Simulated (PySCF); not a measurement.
**How the method changes the constants of CsK⁻**

State: ²Σ⁺ (doublet), unpaired electrons σ ↑. Set-up: Cs def2-SVPD with ECP46, K def2-SVPD; scalar-relativistic core potentials (PySCF 2.14). De refers to Cs + K⁻ in their ground configurations, without counterpoise correction. The functionals are run spin-unrestricted. A positive dipole points towards K; it is taken about the centre of mass and depends on that origin. Levels whose curve was spin-contaminated or gave no clean fit are not listed.

```json
{"Level": "ROHF-MP2", "Re (Å)": "4.881", "ωe (cm⁻¹)": "41.9", "De (eV)": "n/a", "μ (D)": "n/a"}
{"Level": "ROHF-SCS-MP2", "Re (Å)": "4.936", "ωe (cm⁻¹)": "41.0", "De (eV)": "n/a", "μ (D)": "n/a"}
{"Level": "ROHF-CCSD", "Re (Å)": "4.953", "ωe (cm⁻¹)": "40.5", "De (eV)": "0.397", "μ (D)": "n/a"}
{"Level": "ROHF-CCSD(T)", "Re (Å)": "4.918", "ωe (cm⁻¹)": "41.2", "De (eV)": "0.431", "μ (D)": "n/a"}
{"Level": "PBE", "Re (Å)": "4.860", "ωe (cm⁻¹)": "41.7", "De (eV)": "0.57", "μ (D)": "-4.99"}
{"Level": "revPBE", "Re (Å)": "5.006", "ωe (cm⁻¹)": "38.9", "De (eV)": "0.54", "μ (D)": "-5.13"}
{"Level": "PW91", "Re (Å)": "4.849", "ωe (cm⁻¹)": "42.0", "De (eV)": "0.59", "μ (D)": "-4.91"}
{"Level": "B3LYP", "Re (Å)": "4.945", "ωe (cm⁻¹)": "37.8", "De (eV)": "0.458", "μ (D)": "-5.22"}
{"Level": "PBE0", "Re (Å)": "4.916", "ωe (cm⁻¹)": "41.9", "De (eV)": "0.53", "μ (D)": "-5.34"}
```

Problem. Which functional lies closest to ROHF-CCSD(T) in De, which farthest, and by how much do they differ from it?

Solution. Closest is B3LYP (+2.7 pm in Re, -8.3 % in ωe, +0.03 eV in De against ROHF-CCSD(T) in the same basis), farthest PW91 (-6.9 pm in Re, +1.9 % in ωe, +0.16 eV in De). CCSD(T) converges more slowly with the basis than the functionals do and binds too weakly in this one, so the order can change at the basis-set limit.

Problem. What does the triples do here, going from ROHF-CCSD to ROHF-CCSD(T)?

Solution. ROHF-CCSD(T) less ROHF-CCSD: -3.5 pm in Re, +1.7 % in ωe, +0.03 eV in De. Correlation nearly always deepens the well. The bond shortens, as in weak, metallic or heavy-atom bonds, where dispersion and the correlation of outer-core electrons pull the atoms together.

Correlated steps freeze 5 core orbitals. Correlated levels converge slowly with the basis: in double zeta they bind strong bonds too weakly, by up to about 1 eV, and carry superposition errors of some tenths. Spin–orbit coupling is left out. For an ion De counts to the pair picked by the measured ionisation energies or electron affinities, which need not be the lowest pair at this level. The highest Kohn–Sham level is positive in this anion. Much of that is self-interaction error, but it also means that the finite basis helps to hold the extra electron. The CCSD T1 diagnostic is raised, a sign that a single reference may not be enough here. The state was picked by a PBE0 search and need not be the measured ground state.

The whole job (state search and all levels along the bond) took about 3.3 min on 1 thread of Oxide Virtual Turin-like (shared host), peak memory 0.74 GiB.
